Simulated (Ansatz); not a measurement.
C2H4ClFOSi, SMILES `FC1(CCl)O[SiH2]1`, relaxed with RKS PBE0-D4/def2-TZVP in the Gaussian-basis code of Ansatz from a PBE-D4/def2-SVP geometry. The force threshold is 0.005 eV/Å; the program also tests the step.

Total charge 0; spin multiplicity 1.

Start:

```xyz
10

F    -1.798   -0.234   -0.464
C    -0.493    0.014   -0.123
C     0.437   -0.298   -1.266
Cl    0.161    0.803   -2.672
O    -0.330    1.278    0.492
Si   -0.031    0.053    1.683
H     1.490   -0.178   -0.949
H     0.272   -1.335   -1.612
H    -1.085   -0.105    2.730
H     1.378    0.000    2.183
```

| step | energy (eV) | largest force (eV/Å) | largest move (Å) |
| --- | --- | --- | --- |
| 1 | -27291.7132 | 1.178 | 0.000 |
| 2 | -27291.7671 | 0.753 | 0.027 |
| 3 | -27291.7874 | 0.178 | 0.020 |
| 4 | -27291.7883 | 0.095 | 0.005 |
| 5 | -27291.7887 | 0.025 | 0.005 |
| 6 | -27291.7888 | 0.009 | 0.002 |
| 7 | -27291.7888 | 0.005 | 0.000 |

End:

```xyz
10

F    -1.779   -0.234   -0.459
C    -0.483   -0.006   -0.114
C     0.435   -0.297   -1.253
Cl    0.156    0.792   -2.636
O    -0.325    1.261    0.501
Si   -0.039    0.080    1.658
H     1.471   -0.169   -0.942
H     0.279   -1.317   -1.602
H    -1.069   -0.091    2.701
H     1.353   -0.020    2.147
```

Hardware: 4 threads of an Arm Neoverse V1 on a shared host. Wall time 36 s, peak host memory 0.66 GiB.
